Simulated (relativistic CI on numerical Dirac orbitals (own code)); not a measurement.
Computed by Dirac-Coulomb-Breit CI, orbitals from a KLI potential per configuration, model QED (radiative potential, 1s self-energy scaled to tabulated hydrogen-like ionisation energies), unscaled Slater integrals (own radial code, finite nucleus).

The strongest absorption lines from the ground level of an ion, among the configurations computed and to levels below about 8570 eV (vacuum wavelength in Å, gf): 1.6537 (0.46), 1.6658 (0.48), 1.7046 (1.3), 1.7049 (1.9), 1.7054 (1.8), 1.7177 (1.3), 1.8643 (4.2), 1.8683 (1.4).

Problem. Which ion is it?
A. Er⁶⁰⁺
B. Ta⁶⁵⁺
C. Eu⁵⁷⁺
D. Eu⁵⁵⁺

Solution. D. Eu⁵⁵⁺ has 8 electrons and the ground level 2s2 2p4 3P_2; the strongest line goes to 2s2 2p3 3d 3D°_3. The pattern of lines fixes the number of electrons, and along that sequence the line energies rise steadily with the charge (about as its square where n changes within one kind of shell, about linearly where n is kept but much faster in heavy ions where fine structure, which grows about as Z⁴, sets the gap, and irregularly where shells cross), which fixes Z. Configurations outside the model, such as inner-shell arrays, can give stronger lines. At this charge energies of transitions that change n are usually good to better than 1 %, and those within a shell (Δn = 0) to a few per cent.

LS names give the leading component of a level, which can be under half, so a name can repeat, a term be missing and a line seem to break the LS rules.
